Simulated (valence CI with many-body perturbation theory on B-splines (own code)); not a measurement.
Level structure of Tl

Calculated by relativistic CI+MBPT: three valence electrons over a frozen Dirac-Fock core [Xe] 4f14 5d10, radial functions for each j: 11 s, 11 p, 9 d, 7 f, 5 g, 2 h, 1 i, with the one-electron correlation potential Σ1, the two-electron term Σ2, the three-electron term Σ3, Breit, model QED; selected CI, second order for the rest (own B-spline code, finite nucleus).

Set against measurement, 11 paired levels are off by 132 cm⁻¹ on average, the worst by 211. These come from a selection out of the NIST Handbook of Basic Atomic Spectroscopic Data. Levels without a partner in it may be off by more.

Levels 1 to 17 of 17, with energies above the lowest level, 6s2.6p 2P°_1/2. "Leading %" is the weight of the configuration and term that name the level; weights of strongly mixed levels are sums over their largest components and can fall short. In the jj column 3d3/2^4 stands for four electrons in 3d with j = 3/2. Lifetimes count E1, E2, E3, M1 and M2 decay at the calculated energies, and are blank where another channel may lead or the interval is too uncertain; long ones can be off by a factor of two.

| No. | Configuration | Term | J | E (cm⁻¹) | Leading % | Lifetime | Leading jj | Second component |
| --- | --- | --- | --- | --- | --- | --- | --- | --- |
| 1 | 6s2.6p | 2P° | 1/2 | 0.0 | 96 |  | 6s^2 6p1/2 (96 %) |  |
| 2 | 6s2.6p | 2P° | 3/2 | 7969 | 96 | 217 ms | 6s^2 6p3/2 (96 %) |  |
| 3 | 6s2.7s | 2S | 1/2 | 26563 | 94 | 7.42 ns | 6s^2 7s (94 %) |  |
| 4 | 6s2.7p | 2P° | 1/2 | 34075 | 94 | 62.4 ns | 6s^2 7p1/2 (94 %) |  |
| 5 | 6s2.7p | 2P° | 3/2 | 35074 | 94 | 47.7 ns | 6s^2 7p3/2 (94 %) |  |
| 6 | 6s2.6d | 2D | 3/2 | 36043 | 93 | 6.58 ns | 6s^2 6d3/2 (93 %) |  |
| 7 | 6s2.6d | 2D | 5/2 | 36117 | 93 | 7.66 ns | 6s^2 6d5/2 (93 %) |  |
| 8 | 6s2.8s | 2S | 1/2 | 38568 | 94 | 23.0 ns | 6s^2 8s (94 %) |  |
| 9 | 6s2.8p | 2P° | 1/2 | 41164 | 94 | 191 ns | 6s^2 8p1/2 (94 %) |  |
| 10 | 6s2.8p | 2P° | 3/2 | 41530 | 94 | 133 ns | 6s^2 8p3/2 (94 %) |  |
| 11 | 6s2.7d | 2D | 3/2 | 41878 | 93 | 16.7 ns | 6s^2 7d3/2 (93 %) |  |
| 12 | 6s2.7d | 2D | 5/2 | 41912 | 92 | 20.6 ns | 6s^2 7d5/2 (92 %) |  |
| 13 | 5f.6s2 | 2F° | 7/2 | 42167 | 95 | 64.2 ns | 5f7/2 6s^2 (95 %) |  |
| 14 | 5f.6s2 | 2F° | 5/2 | 42168 | 95 | 63.6 ns | 5f5/2 6s^2 (95 %) |  |
| 15 | 6s2.9s | 2S | 1/2 | 42988 | 94 | 53.6 ns | 6s^2 9s (94 %) |  |
| 16 | 6s2.9p | 2P° | 1/2 | 44194 | 94 | 433 ns | 6s^2 9p1/2 (94 %) |  |
| 17 | 6s2.9p | 2P° | 3/2 | 44372 | 94 | 282 ns | 6s^2 9p3/2 (94 %) |  |

The ionisation energy to 6s2 1S_0 of the next ion comes out as 6.088 eV (NIST: 6.10829 eV (measured), further off than twice its uncertainty). All 17 levels together are meant to be complete up to 44381 cm⁻¹.
